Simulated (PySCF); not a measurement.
Species: C₄H₈ClFSi.
Numbering: `[CH2:1]=[CH:2][SiH2:3][C@@H:4]([Cl:5])[CH2:6][F:7]` (hydrogens: H8, H9 on C1; H10 on C2; H11, H12 on Si3; H13 on C4; H14, H15 on C6)

Geometry (GFN2-xTB, Å), atoms numbered from 1 in this order:
```xyz
15
C4H8ClFSi angstrom
C      1.572   -1.130    1.478
C      0.268   -0.943    1.329
Si    -0.656   -1.106   -0.301
C     -1.104    0.693   -0.837
Cl    -2.187    1.397    0.395
C      0.105    1.601   -0.947
F      0.974    1.089   -1.878
H      2.201   -1.420    0.652
H      2.070   -1.006    2.428
H     -0.313   -0.652    2.197
H      0.170   -1.686   -1.358
H     -1.931   -1.804   -0.131
H     -1.660    0.713   -1.775
H     -0.159    2.612   -1.278
H      0.648    1.650    0.003
```

Computed at PBE0/pcSseg-1 (PySCF, non-relativistic), with Q(35Cl) = −0.0817 b: Cl5, 35Cl (I = 3/2): χzz = -75.72 MHz, η = 0.027.

Problem. Find the zero-field quadrupole resonance frequencies of 35Cl at Cl5.

Solution. From ν = (|χ|/2)√(1 + η²/3): ν = 37.86 MHz (alkyl chlorine). For 37Cl the ratio of quadrupole moments, 0.7881, gives 29.84 MHz.

Problem. Apply the simplest Townes–Dailey estimate (no s hybridisation, no π bonding), ionic character = 1 − χzz/χ0, where χ0 is the coupling for one missing p electron along the bond: −109.74 MHz for 35Cl.

Solution. Cl5 on C4: 1 − (-75.72)/(-109.74) = 0.31. In this model a purely covalent bond gives χ0 and a free halide ion gives zero; s hybridisation or π bonding, where present, is counted here as ionic character.

In a crystal, neighbours and librations shift these lines. Geometry: GFN2-xTB, one conformer, isolated molecule. GFN2-xTB bond lengths can be off by several hundredths of an ångström, more for odd bonds, and the gradients follow them. These gradients aren't converged with respect to the basis.

These values come from a run that also computed NMR shieldings. Time: 59 s (grids of density and orbitals included); peak memory 0.79 GiB. Hardware: one thread, Arm Neoverse N1 (aarch64), on a shared host.
